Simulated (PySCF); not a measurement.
Constitutional and geometric isomers with formula C2H4OS. All species are isolated molecules in the gas phase. One relaxed conformer stands for each flexible species; it need not be the lowest. Strings in code marks are SMILES.

Quantity: vertical ionisation energy (energy after one electron is removed minus that of the parent at the parent's geometry), in eV.

Case: `O/C=C\S` (H–O–C–C torsion 0°, C–C–S–H torsion -99°). Geometry of `O/C=C\S` (neutral, multiplicity 1, Å):

```xyz
8

O     -1.0922    -1.0566     0.9220
C     -0.9032     0.0913     0.2569
C      0.1547     0.3843    -0.5128
S      1.3961    -0.8388    -0.7994
H     -0.3157    -1.6176     0.7218
H     -1.7183     0.7926     0.4031
H      0.2190     1.3346    -1.0247
H      2.3101    -0.4252     0.1033
```

Problem. What is the computed vertical ionisation energy (energy after one electron is removed minus that of the parent at the parent's geometry) (B3LYP/6-31G* // r2SCAN-D4/def2-TZVP (PySCF))?

Solution. 9.02 eV.
